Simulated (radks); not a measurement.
Values are calculated unless marked as measured or tabulated.
Sn4+, configuration [Ar] 3d10 4s2 4p5 4d10 5s1 (not the ground configuration). Level of theory: scalar-relativistic Kohn-Sham, r2SCAN, spin-polarised, spherical densities, finite nucleus; open shells are filled with parallel spins first (spin-orbit coupling, left out, can overturn this in heavy ions); meta-GGA in the generalised Kohn-Sham scheme; Fermi nuclear charge, rms radius 4.6519 fm (a radial shooting solver on a logarithmic mesh with Libxc functionals).

Unscreened Slater integrals over Kohn-Sham orbitals (hartree). They are taken over the spin-up orbitals.

\begin{tabular}{lr}
integral & value \\ \hline
F0(5s,5s) & 0.45346 \\
F0(5s,4d) & 0.54648 \\
G2(5s,4d) & 0.077139 \\
F0(5s,4p) & 0.56038 \\
G1(5s,4p) & 0.042793 \\
F0(5s,4s) & 0.56544 \\
G0(5s,4s) & 0.029241 \\
F0(4d,4d) & 0.86866 \\
F2(4d,4d) & 0.44037 \\
F4(4d,4d) & 0.29162 \\
F0(4d,4p) & 0.93798 \\
F2(4d,4p) & 0.47575 \\
G1(4d,4p) & 0.60435 \\
G3(4d,4p) & 0.37358 \\
F0(4d,4s) & 0.96503 \\
G2(4d,4s) & 0.45723 \\
F0(4p,4p) & 1.0271 \\
F2(4p,4p) & 0.54080 \\
F0(4p,4s) & 1.0629 \\
G1(4p,4s) & 0.72460 \\
F0(4s,4s) & 1.1035 \\
\end{tabular}

Derived for the open shells (J is the average intra-shell exchange parameter used in DFT+U). 4p: J = F2/5 = 0.1082 hartree.
